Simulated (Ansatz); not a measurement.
C₂H₆AlNSi, SMILES `NC1=[CH][AlH][SiH2]1` from Hartree–Fock to CCSD(T)

Z-matrix (Å, degrees):
```
Si
Al 1 2.407
C 1 1.914 2 71.8
H 1 1.496 2 125.4 3 102.8
H 1 1.496 2 125.4 3 -102.8
C 2 1.901 1 76.9 3 -0.0
H 2 1.586 1 146.3 3 180.0
N 3 1.351 1 125.1 2 180.0
H 6 1.092 2 138.6 1 180.0
H 8 1.006 3 121.1 1 179.9
H 8 1.002 3 121.4 1 0.2
```

Charge 0, multiplicity 1. The structure was optimised at the PBE0-D4/def2-TZVP level. It is one conformer, not always the lowest. Frozen core, restricted reference, the Gaussian-basis code of Ansatz. CBS rows extrapolate triple and quadruple zeta; past MP2 they add the triple-zeta difference.

| basis | HF (Eh) | MP2 corr. |
| --- | --- | --- |
| def2-TZVPP | -664.55765 | -0.72227 |
| def2-QZVPP | -664.57926 | -0.77207 |

**Question.** Estimate the CCSD correlation energy and the (T) correction in each basis where they were run (hartree).

**Answer.** 
```json
{"basis": "def2-TZVPP", "CCSD corr.": "-0.76492", "(T)": "-0.03632"}
{"basis": "CBS(def2)", "CCSD corr.": "-0.85162", "(T)": "as TZ"}
```
